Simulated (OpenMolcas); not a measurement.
**Ne4+: effect of the IPEA shift**

- Program: OpenMolcas 26.06
- Basis: ANO-RCC-VTZP [4s3p2d1f]
- Scalar Hamiltonian: DKH2, point nucleus
- Active space: 2 electrons in 3 orbitals (2p)
- State averaging: 2S+1 = 3 even, 3 roots; 2S+1 = 1 even, 6 roots
- Spin-orbit coupling: RASSI with atomic mean-field integrals over the reference wave functions, term energies averaged over their components

Methods on the same reference wave functions:
A. CASSCF
B. SS-CASPT2, IPEA 0 Eh, imaginary shift 0.1 Eh (closed shells correlated: 1s 2s)
C. SS-CASPT2, IPEA 0.25 Eh, imaginary shift 0.1 Eh (closed shells correlated: 1s 2s)

Energies in cm-1 above 2s2 2p2 3P0, the measured ground level; measured values from NIST levels in Podobedova, Fuhr, Reader and Wiese, J. Phys. Chem. Ref. Data 33, 525 (2004).

| Level | A | B | C | Measured |
| --- | --- | --- | --- | --- |
| 2s2 2p2 3P0 | 0.0 | 0.0 | 0.0 | 0.0 |
| 2s2 2p2 3P1 | 410 | 412 | 412 | 412 |
| 2s2 2p2 3P2 | 1189 | 1191 | 1191 | 1110 |
| 2s2 2p2 1D2 | 32800 | 31000 | 30880 | 30292 |
| 2s2 2p2 1S0 | 80404 | 68810 | 68940 | 63914 |

Deviations, from unrounded energies. A percentage is the sum of absolute deviations over the sum of measured energies, with the sign that they share, or ± where signs differ.

```tsv
Against measurement	Levels	A	B	C
mean absolute deviation (cm-1)	4	4800	1400	1400
fine structure of the ground term (%)	2	±5.4	±5.3	±5.3
other terms of the ground configuration (%)	2	+20.2	+5.9	+6.0
```

B, C lie about equally close to measurement and A furthest from it. The largest miss of B in the table is 2s2 2p2 1S0, by +4900 cm-1. The ranking rests on the paired levels alone, and a cruder setting can come out closer through cancelling errors.

Between B and C the level of the table that moves most is 2s2 2p2 1S0, by 130 cm-1 (lowest in B, highest in C). Moves below CASPT2's spread within the term are not significant.

The two smallest mean deviations differ by little beside CASPT2's spread within terms, so their order carries little weight.

From A to B the spin-free energies of the other terms of 2s2 2p2 shown, above 3P, scale by factors of 0.85 to 0.94.

The lowest spin-free term lies below A's lowest term by 0.102 hartree in B, 0.100 hartree in C.

CASPT2 breaks the degeneracy within a term, and the mean is taken; among the terms shown or strongly mixed into the levels shown the widest spread is 72 cm-1 (2s2 2p2 1D, C). With the s shell closed, the reference lacks s² → p² mixing. Measured partners are found by configuration, term and J. A level has none where our copy of the source lacks it or the pairing is in doubt (some pairs that miss far off the trend of their configuration count as doubtful), and it then counts in no deviation. Only configurations of the active space appear.
